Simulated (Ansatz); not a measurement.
Consider the redistribution: `[SH][Ge][Cl]` + `[CH3][GeH]([F])[Cl]` → `[F][Ge][SH]` + `[CH3][GeH]([Cl])[Cl]`.

Computed with Ansatz on PBE0-D4/def2-TZVP structures; ΔE is electronic, products minus reactants. CCSD(T)/CBS is the MP2 limit (def2-TZVPP, def2-QZVPP) plus CCSD(T) − MP2 in def2-TZVPP, frozen cores. For Ge outer-core shells are correlated without core-valence functions, which leaves a few kJ/mol of doubt a bond. Scalar relativity is left out up to krypton. One conformer a species, not always the lowest.

```csv
species,CCSD(T)/CBS(def2) energy (Eh)
`[SH][Ge][Cl]`,-2934.32884
`[CH3][GeH]([F])[Cl]`,-2676.23424
`[F][Ge][SH]`,-2574.33845
`[CH3][GeH]([Cl])[Cl]`,-3036.22487
```

Work out ΔE.

ΔE = (-2574.33845) + (-3036.22487) − (-2934.32884) − (-2676.23424) = -0.00024 Eh = -0.01 eV.

Largest T1 diagnostic among the species: 0.015.

Leaving LDA and LC-ωPBE aside and taking each functional with its dispersion term where it has one, the values, not all of them listed here, spread over 0.04 eV, from ωB97X-V to BLYP-D4. At CCSD(T), def2-SVP lies +0.05 eV from the extrapolated value and def2-TZVPP −0.00 eV.
